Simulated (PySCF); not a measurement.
PySCF input (M06-2X/6-31G* (5d)):

```python
from pyscf import gto, dft

mol = gto.M(
    atom='''
    B    -0.33798700    0.09072800   -0.26029400
    F     0.16984500    1.06678600    0.49152500
    H    -1.29656300    0.31832100   -0.94509000
    N     0.12028500   -1.22942000   -0.18464500
    H     0.61589600   -1.76709500   -0.88464500
    ''',
    basis='6-31g*',
    charge=0,
    spin=1,
    verbose=4,
)

mf = dft.UKS(mol, xc='m062x')
mf.grids.level = 4
mf.conv_tol = 1e-9
mf.max_cycle = 100
mf.max_memory = 1500
mf.kernel()
if not mf.converged:
    mf = mf.newton()
    mf.kernel(mf.make_rdm1())
mo, _, stable, _ = mf.stability(return_status=True)
if not stable:
    mf.kernel(mf.make_rdm1(mo, mf.mo_occ))
    stable = mf.stability(return_status=True)[2]
mf.dip_moment()
```

Output:

```
PySCF version 2.14.0

[INPUT] verbose = 4
[INPUT] num. atoms = 5
[INPUT] num. electrons = 23
[INPUT] charge = 0
[INPUT] spin (= nelec alpha-beta = 2S) = 1
[INPUT] symmetry False subgroup None
[INPUT] Mole.unit = angstrom
[INPUT] Symbol           X                Y                Z      unit          X                Y                Z       unit  Magmom
[INPUT]  1 B     -0.337987000000   0.090728000000  -0.260294000000 AA   -0.638702863663   0.171451071830  -0.491884371868 Bohr   0.0
[INPUT]  2 F      0.169845000000   1.066786000000   0.491525000000 AA    0.320960533627   2.015933373520   0.928847633377 Bohr   0.0
[INPUT]  3 H     -1.296563000000   0.318321000000  -0.945090000000 AA   -2.450148973244   0.601539509698  -1.785961263065 Bohr   0.0
[INPUT]  4 N      0.120285000000  -1.229420000000  -0.184645000000 AA    0.227305706893  -2.323267092063  -0.348928480270 Bohr   0.0
[INPUT]  5 H      0.615896000000  -1.767095000000  -0.884645000000 AA    1.163874761215  -3.339325586088  -1.671736767466 Bohr   0.0

nuclear repulsion = 57.6300127904147
number of shells = 22
number of NR pGTOs = 89
number of NR cGTOs = 46
basis = 6-31g*
ecp = {}

******** <class 'pyscf.dft.uks.UKS'> ********
method = UKS
initial guess = minao
damping factor = 0
level_shift factor = 0
DIIS = <class 'pyscf.scf.diis.CDIIS'>
diis_start_cycle = 1
diis_space = 8
diis_damp = 0
SCF conv_tol = 1e-09
SCF conv_tol_grad = None
SCF max_cycles = 100
direct_scf = True
direct_scf_tol = 1e-13
number electrons alpha = 12  beta = 11
XC library pyscf.dft.libxc version 7.1.2
    S. Lehtola, C. Steigemann, M. J. T. Oliveira, and M. A. L. Marques,  SoftwareX 7, 1–5 (2018)
XC functionals = m062x
    Y. Zhao and D. G. Truhlar,  Theor. Chem. Acc. 120, 215 (2008)
    Y. Zhao and D. G. Truhlar,  Theor. Chem. Acc. 120, 215 (2008)
radial grids:
    Treutler-Ahlrichs [JCP 102, 346 (1995); DOI:10.1063/1.469408] (M4) radial grids

becke partition: Becke, JCP 88, 2547 (1988); DOI:10.1063/1.454033
pruning grids: <function nwchem_prune>
grids dens level: 4
symmetrized grids: False
atomic radii adjust function: <function treutler_atomic_radii_adjust>
small_rho_cutoff = 0
Set gradient conv threshold to 3.16228e-05
tot grids = 116232
init E= -180.695457782147
  alpha nocc = 12  HOMO = -0.275054119282979  LUMO = -0.00341823626915705
  beta  nocc = 11  HOMO = -0.335118136778331  LUMO = -0.275054119282979

WARN: HOMO -0.275054119282979 >= LUMO -0.275054119282979

cycle= 1 E= -180.529709202041  delta_E= 0.166  |g|= 0.306  |ddm|= 1.44
  alpha nocc = 12  HOMO = -0.356835816859629  LUMO = 0.0593268344097821
  beta  nocc = 11  HOMO = -0.34386296595419  LUMO = -0.0828162429176107
  HOMO = -0.343862965954  LUMO = -0.0828162429176  gap/eV = 7.10344
cycle= 2 E= -180.536474032953  delta_E= -0.00676  |g|= 0.334  |ddm|= 0.404
  alpha nocc = 12  HOMO = -0.367059345647105  LUMO = 0.0603047917137172
  beta  nocc = 11  HOMO = -0.358229669753694  LUMO = -0.0814007564626449
  HOMO = -0.358229669754  LUMO = -0.0814007564626  gap/eV = 7.53290
cycle= 3 E= -180.571390219515  delta_E= -0.0349  |g|= 0.0271  |ddm|= 0.206
  alpha nocc = 12  HOMO = -0.373204459809418  LUMO = 0.0615252497902814
  beta  nocc = 11  HOMO = -0.362496151332701  LUMO = -0.0775683646818228
  HOMO = -0.362496151333  LUMO = -0.0775683646818  gap/eV = 7.75328
cycle= 4 E= -180.572075768005  delta_E= -0.000686  |g|= 0.0136  |ddm|= 0.0389
  alpha nocc = 12  HOMO = -0.370620697627707  LUMO = 0.0623085593209805
  beta  nocc = 11  HOMO = -0.357510796368877  LUMO = -0.0703326836470577
  HOMO = -0.357510796369  LUMO = -0.0703326836471  gap/eV = 7.81451
cycle= 5 E= -180.572259634538  delta_E= -0.000184  |g|= 0.00662  |ddm|= 0.0173
  alpha nocc = 12  HOMO = -0.372506834889712  LUMO = 0.0621531172069454
  beta  nocc = 11  HOMO = -0.35874590949927  LUMO = -0.0708471209475441
  HOMO = -0.358745909499  LUMO = -0.0708471209475  gap/eV = 7.83413
cycle= 6 E= -180.57232436319  delta_E= -6.47e-05  |g|= 0.00223  |ddm|= 0.0113
  alpha nocc = 12  HOMO = -0.372454379333772  LUMO = 0.0620099823720457
  beta  nocc = 11  HOMO = -0.358436743035869  LUMO = -0.0704783001667435
  HOMO = -0.358436743036  LUMO = -0.0704783001667  gap/eV = 7.83575
cycle= 7 E= -180.572347780876  delta_E= -2.34e-05  |g|= 0.0012  |ddm|= 0.008
  alpha nocc = 12  HOMO = -0.37224475194962  LUMO = 0.0621565023328654
  beta  nocc = 11  HOMO = -0.358292611577347  LUMO = -0.0704204864357858
  HOMO = -0.358292611577  LUMO = -0.0704204864358  gap/eV = 7.83340
cycle= 8 E= -180.572357364285  delta_E= -9.58e-06  |g|= 0.000856  |ddm|= 0.00495
  alpha nocc = 12  HOMO = -0.372139567946825  LUMO = 0.0621065446565545
  beta  nocc = 11  HOMO = -0.358311582884513  LUMO = -0.0705097603576927
  HOMO = -0.358311582885  LUMO = -0.0705097603577  gap/eV = 7.83149
cycle= 9 E= -180.572364968621  delta_E= -7.6e-06  |g|= 0.000496  |ddm|= 0.00598
  alpha nocc = 12  HOMO = -0.371947024133347  LUMO = 0.0622136213589415
  beta  nocc = 11  HOMO = -0.358246996605022  LUMO = -0.0704885633817822
  HOMO = -0.358246996605  LUMO = -0.0704885633818  gap/eV = 7.83031
cycle= 10 E= -180.572368071195  delta_E= -3.1e-06  |g|= 0.000166  |ddm|= 0.00539
  alpha nocc = 12  HOMO = -0.371921832208356  LUMO = 0.062211921126353
  beta  nocc = 11  HOMO = -0.358253822711871  LUMO = -0.0705120765019878
  HOMO = -0.358253822712  LUMO = -0.070512076502  gap/eV = 7.82985
cycle= 11 E= -180.572368304883  delta_E= -2.34e-07  |g|= 4.04e-05  |ddm|= 0.00164
  alpha nocc = 12  HOMO = -0.371916898358164  LUMO = 0.0622185230898462
  beta  nocc = 11  HOMO = -0.358251607112559  LUMO = -0.0705083869183722
  HOMO = -0.358251607113  LUMO = -0.0705083869184  gap/eV = 7.82989
cycle= 12 E= -180.572368309981  delta_E= -5.1e-09  |g|= 2.3e-05  |ddm|= 0.00017
  alpha nocc = 12  HOMO = -0.371916133540136  LUMO = 0.0622193991849791
  beta  nocc = 11  HOMO = -0.358251700684665  LUMO = -0.0705068778823437
  HOMO = -0.358251700685  LUMO = -0.0705068778823  gap/eV = 7.82994
cycle= 13 E= -180.572368310489  delta_E= -5.08e-10  |g|= 9.72e-06  |ddm|= 4.14e-05
  alpha nocc = 12  HOMO = -0.371915308983398  LUMO = 0.0622192080346187
  beta  nocc = 11  HOMO = -0.358252192705134  LUMO = -0.0705065946317132
  HOMO = -0.358252192705  LUMO = -0.0705065946317  gap/eV = 7.82996
Extra cycle  E= -180.572368310534  delta_E= -4.49e-11  |g|= 9.54e-06  |ddm|= 1.32e-05
converged SCF energy = -180.572368310534  <S^2> = 0.75423965  2S+1 = 2.0042352
uhf_internal: lowest eigs of H = [0.10525171 0.38519593 0.42399591]
<class 'pyscf.dft.uks.UKS'> wavefunction is stable in the internal stability analysis
Dipole moment(X, Y, Z, Debye):  0.58409, -0.96641, -1.67789
```

The geometry given is a B3LYP-D3(BJ)/def2-TZVP minimum.
